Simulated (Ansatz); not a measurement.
H₅N₂PSi (`N[SiH]1NP1`), relaxed with RKS PBE0-D4/def2-TZVP in the Gaussian-basis code of Ansatz from a PBE-D4/def2-SVP geometry. The force threshold is 0.005 eV/Å; the program also tests the step.

Total charge 0; spin multiplicity 1.

Start:

```xyz
9

N    -0.029    0.324    1.620
Si   -0.100    0.617   -0.081
N    -0.785   -0.635   -1.029
P     0.866   -0.463   -1.798
H     0.178   -0.621    1.953
H     0.385    1.032    2.231
H    -0.426    2.067   -0.272
H    -1.627   -0.809   -1.580
H     1.539   -1.513   -1.044
```

```csv
step,energy (eV),largest force (eV/Å),largest move (Å)
1,-20220.1300,0.735,0.000
2,-20220.1888,0.408,0.040
3,-20220.2016,0.074,0.026
4,-20220.2026,0.053,0.015
5,-20220.2038,0.049,0.036
6,-20220.2043,0.060,0.026
7 (rejected),-20220.2041,0.109,0.024
8,-20220.2046,0.017,0.012
9,-20220.2047,0.019,0.015
10,-20220.2048,0.008,0.004
11 (rejected),-20220.2047,0.015,0.002
12,-20220.2048,0.002,0.001
```

End:

```xyz
9

N     0.028    0.304    1.584
Si   -0.080    0.595   -0.084
N    -0.783   -0.606   -1.038
P     0.845   -0.469   -1.768
H     0.260   -0.606    1.948
H     0.268    1.047    2.219
H    -0.416    2.026   -0.257
H    -1.611   -0.778   -1.580
H     1.488   -1.512   -1.026
```

Hardware: 2 threads of an Arm Neoverse V1 on a shared host. Wall time 45 s, peak host memory 0.36 GiB.
